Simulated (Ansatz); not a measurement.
Two isomers of C6H12O2: A = `CC(=O)OC(C)(C)C`, B = `CC(C)OCC1CO1`.

Isolated molecules relaxed with PBE0-D4/def2-TZVP in Ansatz; ΔE leaves out vibrations. CBS: MP2 limit from def2 TZ/QZ plus the TZ coupled-cluster correction, frozen cores. Functionals use def2-TZVPP. One conformer a species, not always the lowest.

(1) Which isomer does CCSD(T)/CBS put lower? Give the gap. (Estimate.)

(2) Give E(B) − E(A) in kcal/mol with ωB97M-V, r2SCAN-D4, BLYP-D4, PBE0-D4, B2PLYP, CCSD(T)/def2-TZVPP, CCSD(T)/def2-SVP. (Estimate.)

Largest T1 diagnostic: 0.013.

Answers

(1) Computed: A, by 52.6 kcal/mol.

(2) Computed: ωB97M-V 52.9, r2SCAN-D4 54.0, BLYP-D4 54.8, PBE0-D4 51.0, B2PLYP 53.8, CCSD(T)/def2-TZVPP 52.9, CCSD(T)/def2-SVP 57.0. None reverses the order clearly.

At CCSD(T), def2-SVP lies +4.4 kcal/mol from the extrapolated value and def2-TZVPP +0.2 kcal/mol. From r2SCAN to r2SCAN0 (25 % exact exchange), in def2-TZVPP and without D4, E(B) − E(A) moves by −1.0 kcal/mol.
